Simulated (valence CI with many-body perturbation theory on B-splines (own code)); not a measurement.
Er18+: electric-dipole lines

Calculated by relativistic CI+MBPT: four valence electrons over a frozen Dirac-Fock core [Kr] 4d10, radial functions for each j: 7 s, 7 p, 7 d, 7 f, 4 g, 2 h, with the one-electron correlation potential Σ1, the two-electron term Σ2, the three-electron term Σ3, Breit, model QED; selected CI, second order for the rest, scaled by the run's own slope (own B-spline code, finite nucleus).

No measured spectrum was set against this ion. As an estimate, terms of the open shell hold to a few per cent of their energy, and close levels can change places.

Lines 201 to 250 of 368 in falling wavelength, among levels below 66.135 eV, chosen from the strongest by gf and those to the six lowest levels. Wavelengths and rates use the calculated energies, so an error of 2000 cm⁻¹ moves a line at 382.6 Å by 0.77 % and its rate by three times that or more. Electric multipoles are in the length gauge, E1 and E2 with the static RPA response of the core. Weak lines are less certain than strong ones. Lines between different terms over intervals too small for the method are left out, as are lines whose strength nearly cancels. Where a level lies close to another of its J and parity, the split of strength between their lines is uncertain. The highest levels of a list are the least certain.

Names give the largest LS component (configuration and term), which can be under half, so a name can repeat, a term be missing and a line seem to break the LS rules; names also repeat where a configuration has a term twice. Letters in brackets count levels of one name in rising energy.

```
λ vac (Å)             Upper             Lower   A (s⁻¹)  S (a.u.)
    382.6  4f3 5s 3I°_7 [a]          4f4 5I_8  2.88e+02  1.19e-07
    382.3       4f3 5p 5K_5      4f3 5s 5I°_4  5.41e+09  1.64e+00
    381.9       4f3 5p 5K_6      4f3 5s 5I°_6  3.29e+09  1.18e+00
    381.5  4f3 5s 1H°_5 [b]      4f4 1I_6 [a]  5.57e+04  1.68e-05
    380.7  4f3 5s 3G°_4 [c]      4f4 3F_3 [c]  1.63e+05  3.99e-05
    379.4  4f3 5s 3I°_5 [a]          4f4 5I_4  7.77e+01  2.31e-08
    379.4  4f3 5s 3G°_5 [d]      4f4 3F_4 [c]  1.21e+05  3.57e-05
    379.0      4f3 5s 1K°_7      4f4 3K_8 [a]  3.91e+04  1.57e-05
    378.4  4f3 5s 3S°_1 [a]          4f4 5F_1  1.89e+03  1.52e-07
    378.3       4f3 5p 3H_4      4f3 5s 5I°_5  4.13e+09  9.93e-01
    377.3      4f3 5s 5G°_6          4f4 5F_5  1.27e+05  4.38e-05
    377.2       4f3 5p 5I_5      4f3 5s 5I°_6  4.98e+09  1.45e+00
    376.9       4f3 5p 5K_7      4f3 5s 5I°_7  3.89e+09  1.54e+00
    376.7      4f3 5s 5G°_5      4f4 5F_4 [a]  5.18e+04  1.50e-05
    376.5      4f3 5s 3L°_8          4f4 3L_9  4.50e+04  2.01e-05
    376.1      4f3 5s 3L°_7      4f4 3K_8 [b]  7.69e+04  3.03e-05
    376.0       4f3 5p 5H_6  4f3 5s 3I°_5 [a]  1.25e+08  4.27e-02
    376.0      4f3 5s 3L°_8      4f4 3K_8 [b]  6.90e+04  3.08e-05
    374.8       4f3 5p 5H_6      4f3 5s 5I°_7  5.79e+09  1.96e+00
    374.4  4f3 5s 1D°_2 [c]      4f4 1D_2 [b]  2.28e+05  2.96e-05
    373.5      4f3 5s 1K°_7      4f4 3K_7 [a]  3.29e+04  1.27e-05
    372.9  4f3 5s 3G°_3 [c]      4f4 3F_2 [b]  2.25e+05  4.03e-05
    372.5      4f3 5s 3L°_9          4f4 3L_9  9.50e+04  4.61e-05
    372.3  4f3 5s 3I°_6 [a]          4f4 5I_5  1.27e+02  4.22e-08
    372.3      4f3 5s 3L°_7          4f4 3L_7  7.17e+04  2.74e-05
    372.1       4f3 5p 5K_6      4f3 5s 5I°_5  2.52e+09  8.32e-01
    371.7       4f3 5p 3H_4      4f3 5s 5I°_4  3.03e+09  6.91e-01
    370.7  4f3 5s 3G°_3 [c]      4f4 3H_4 [a]  8.64e+04  1.52e-05
    370.3  4f3 5s 3G°_5 [d]      4f4 3G_4 [b]  6.54e+04  1.80e-05
    368.5  4f3 5s 1F°_3 [a]      4f4 1D_2 [b]  1.20e+05  2.08e-05
    367.8  4f3 5s 3H°_4 [a]          4f4 5I_5  5.30e+02  1.17e-07
    367.6       4f3 5p 5I_5      4f3 5s 5I°_5  9.77e+08  2.64e-01
    367.3  4f3 5s 3G°_5 [a]          4f4 5I_5  4.04e+02  1.09e-07
    366.9       4f3 5p 5K_7      4f3 5s 5I°_6  1.51e+09  5.52e-01
    366.7  4f3 5s 1G°_4 [b]      4f4 3F_4 [c]  6.95e+04  1.52e-05
    366.7  4f3 5s 3F°_2 [b]      4f4 5D_1 [a]  1.61e+05  1.96e-05
    366.3  4f3 5s 3G°_4 [c]      4f4 3G_3 [b]  7.89e+04  1.72e-05
    366.3      4f3 5s 5D°_3      4f4 5F_4 [b]  7.94e+04  1.35e-05
    366.1      4f3 5s 3P°_2          4f4 5F_1  5.39e+03  6.53e-07
    365.6  4f3 5s 3D°_2 [a]      4f4 3D_2 [a]  1.90e+05  2.29e-05
    365.2  4f3 5s 3H°_6 [a]          4f4 5I_7  2.28e+02  7.11e-08
    364.9       4f3 5p 5H_6      4f3 5s 5I°_6  2.78e+08  8.65e-02
    364.7      4f3 5s 3K°_7          4f4 5I_8  3.77e+02  1.35e-07
    363.6  4f3 5s 3S°_1 [b]          4f4 5F_1  2.42e+04  1.72e-06
    362.9  4f3 5s 1G°_4 [b]      4f4 3H_4 [a]  1.67e+05  3.55e-05
    362.7      4f3 5s 5F°_5          4f4 5I_6  1.27e+02  3.30e-08
    362.7      4f3 5s 3P°_0          4f4 5F_1  1.12e+05  2.63e-06
    362.2      4f3 5s 5F°_4          4f4 5I_5  1.10e+02  2.33e-08
    361.7  4f3 5s 1F°_3 [b]      4f4 3D_2 [b]  2.53e+05  4.13e-05
    361.4       4f3 5p 5I_5      4f3 5s 5I°_4  6.32e+07  1.62e-02
```
